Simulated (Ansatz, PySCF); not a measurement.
Reaction R1 + 2 R2 → P1 + P2, each structure at its B3LYP-D3(BJ)/def2-TZVP stationary point, reached from a drawn start (curvature not checked).
P1, H3InO3 (SMILES [OH][In]([OH])[OH]) (charge 0, multiplicity 1, Z-matrix in Å and degrees):
```
In
O 1 1.9883
H 2 0.9639 1 111.92
O 1 1.9883 2 120.07 3 0.03
H 4 0.9640 1 111.88 2 179.97
O 1 1.9883 2 119.97 3 -179.98
H 6 0.9639 1 111.90 2 0.02
```
R1, HInO (SMILES [OH][In]) (charge 0, multiplicity 1):
| atom | x (Å) | y (Å) | z (Å) |
|---|---|---|---|
| In | 0.3230 | -0.1842 | -1.5315 |
| O | 0.1794 | -0.1175 | 0.4994 |
| H | -0.5024 | 0.3018 | 1.0321 |
P2: H2 (SMILES [H][H]), charge 0, multiplicity 1.
R2: H2O (SMILES O), charge 0, multiplicity 1.

P less R. No zero-point or thermal terms; no spin–orbit coupling. One arrangement of each flexible species, with no search for the lowest.

Frozen-core correlation throughout. In cc and def2 sets filled d and f shells under p-block atoms count as core. CBS: X⁻³ extrapolation of the correlation energy, Hartree–Fock from the larger set.

The values were computed with Ansatz (Gaussian orbitals); PySCF for the D3/D4 terms. No computed number here is a measurement. Elements past Kr take the def2 small-core potentials, without spin–orbit coupling.

PBE/def2-TZVPP gives 0.556 eV for the reaction energy.

Question: How do the other levels lie against it? Give each less PBE: PBE-D3(BJ)/def2-TZVPP, r2SCAN/def2-TZVPP, PBE0/def2-TZVPP, wB97M-V/def2-TZVPP, B2PLYP/def2-TZVPP, MP2/CBS(def2-TZVPP, def2-QZVPP), CCSD(T)/CBS(def2-TZVPP, def2-QZVPP).

Answer: PBE-D3(BJ)/def2-TZVPP -0.042; r2SCAN/def2-TZVPP -0.213; PBE0/def2-TZVPP 0.049; wB97M-V/def2-TZVPP -0.113; B2PLYP/def2-TZVPP -0.137; MP2/CBS(def2-TZVPP, def2-QZVPP) -0.580; CCSD(T)/CBS(def2-TZVPP, def2-QZVPP) -0.381 eV. 1 of 7 lie above PBE; the widest gap is to MP2/CBS(def2-TZVPP, def2-QZVPP).

Ansatz is a program for electronic structure.
